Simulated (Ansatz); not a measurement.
Start from `[CH3][Bi]([F])[Cl]` and change one atom or group to get `[CH3][Bi]([F])[F]`.

Ansatz, PBE0-D4/def2-TZVP geometries, multiplicity 1. 

Elements past krypton have def2 core potentials.

| property | `[CH3][Bi]([F])[Cl]` |
| --- | --- |
| HOMO–LUMO gap (ωB97M-V/def2-TZVPP) / eV | 10.15 |
| HOMO energy (B3LYP/def2-TZVPP) / eV | -7.57 |
| LUMO energy (PBE/def2-TZVPP) / eV | -2.24 |
| size of the dipole moment (ωB97M-V/def2-TZVPP) / D | 4.29 |
| size of the dipole moment (B3LYP/def2-TZVPP) / D | 4.23 |
| LUMO energy (ωB97M-V/def2-TZVPP) / eV | 0.28 |

Task: Give the same properties after the change, and the shifts. (Estimate.)

Result: Computed: 
| property | `[CH3][Bi]([F])[F]` | shift |
| --- | --- | --- |
| HOMO–LUMO gap (ωB97M-V/def2-TZVPP) / eV | 10.37 | 0.22 |
| HOMO energy (B3LYP/def2-TZVPP) / eV | -7.68 | -0.11 |
| LUMO energy (PBE/def2-TZVPP) / eV | -2.08 | 0.16 |
| size of the dipole moment (ωB97M-V/def2-TZVPP) / D | 4.46 | 0.17 |
| size of the dipole moment (B3LYP/def2-TZVPP) / D | 4.43 | 0.20 |
| LUMO energy (ωB97M-V/def2-TZVPP) / eV | 0.39 | 0.11 |

With PBE0 the HOMO falls by 0.10 eV and the LUMO rises by 0.15 eV, so the gap widens by about 0.25 eV. PBE moves the HOMO by -0.06 eV and ωB97M-V by -0.12 eV. Dipoles are sizes alone; their direction can turn.

B3LYP here is the variant with VWN-RPA as its local correlation; programs differ in this.

Spin–orbit coupling is left out; it splits and shifts lone-pair levels of the heavy atoms by tenths of an eV.
